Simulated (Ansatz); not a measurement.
`BO[SiH2]B` + `BS` → `BSB` + `B[SiH2]O` at 600 K and 1 bar (ligand exchange at a B–O bond).

Computed with Ansatz on PBE0-D4/def2-TZVP structures; ΔE is electronic, products minus reactants. CCSD(T)/CBS adds triple-zeta CCSD(T) − MP2 to the extrapolated MP2 energy (def2 sets, frozen cores). This one scheme is used for every species. Each species was taken in one conformer, which may not be the lowest.

```tsv
species	CCSD(T)/CBS energy (Eh)	H − E (kJ/mol)	S (J/(mol·K))
`BO[SiH2]B`	-417.47687	224.3	423.6
`BS`	-424.38198	108.7	286.1
`BSB`	-449.77944	155.3	334.5
`B[SiH2]O`	-392.05150	181.6	373.2
```

H − E and S are ideal-gas, rigid-rotor, harmonic terms from PBE0-D4/def2-TZVP, for one conformer and one mirror image of each species. 1 Eh = 2625.50 kJ/mol, R = 8.31446 J/(mol·K).

**Question.** By hand: ΔE, ΔH, ΔS and ΔG.

**Answer.** ΔE = (-449.77944) + (-392.05150) − (-417.47687) − (-424.38198) = 0.02791 Eh = 73.3 kJ/mol. Δ(H − E) = 155.3 + 181.6 − 224.3 − 108.7 = 3.9, so ΔH = 77.2 kJ/mol. ΔS = 334.5 + 373.2 − 423.6 − 286.1 = -2.0 J/(mol·K). ΔG = 77.2 − 600 × (-2.0)/1000 = 78.4 kJ/mol.

**Question.** By hand: the equilibrium constant, and the temperature at which ΔG would vanish if ΔH and ΔS stayed fixed.

**Answer.** log₁₀ K = −ΔG/(RT ln 10) = -6.8. ΔH and −TΔS have one sign here, so there is no such temperature.

The number of gas molecules stays the same, so ΔS is small and ΔH decides. A doubt of 5 kJ/mol in ΔE shifts log₁₀ K by 0.4 here. Other conformers and mirror images would add mixing entropy, several J/(mol·K) or more a flexible species. Modes under 60 cm⁻¹, often nearly free rotors, make the harmonic entropy too high. These are equilibria of isolated gas molecules and say nothing of rates. Largest T1 diagnostic: 0.015 (customary marks: 0.02 for closed shells, 0.045 for open ones).

ΔS is within the doubt of such terms, so its sign, and with it that verdict, could turn.
